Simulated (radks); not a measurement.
Pt+, configuration [Xe] 4f14 5d9 (the NIST ground configuration). All-electron calculation, Dirac Kohn-Sham, PBEsol, spin-unpolarised, spherical densities, finite nucleus; open shells fill j = l - 1/2 first; Fermi nuclear charge, rms radius 5.427 fm. Program: a radial shooting solver on a logarithmic mesh with Libxc functionals.

Spin-orbit splittings of the eigenvalues, e(l+1/2) - e(l-1/2), with zeta = 2 splitting/(2l+1) and mean radii in bohr:

| shell | occ. | splitting (eV) | zeta (eV) | <r> j=l-1/2 | <r> j=l+1/2 |
|---|---|---|---|---|---|
| 2p | 6 | 1728 | 1152 | 0.05907 | 0.06750 |
| 3p | 6 | 379.8 | 253.2 | 0.1768 | 0.1923 |
| 3d | 10 | 81.89 | 32.76 | 0.1676 | 0.1724 |
| 4p | 6 | 90.54 | 60.36 | 0.4180 | 0.4519 |
| 4d | 10 | 16.84 | 6.736 | 0.4618 | 0.4731 |
| 4f | 14 | ? | ? | 0.5127 | 0.5200 |
| 5p | 6 | 14.94 | 9.963 | 1.035 | 1.136 |
| 5d | 9 | 1.373 | 0.5491 | 1.606 | 1.677 |

Estimate the 4f splitting.

Answer. 3.454 eV (zeta = 0.9870 eV).
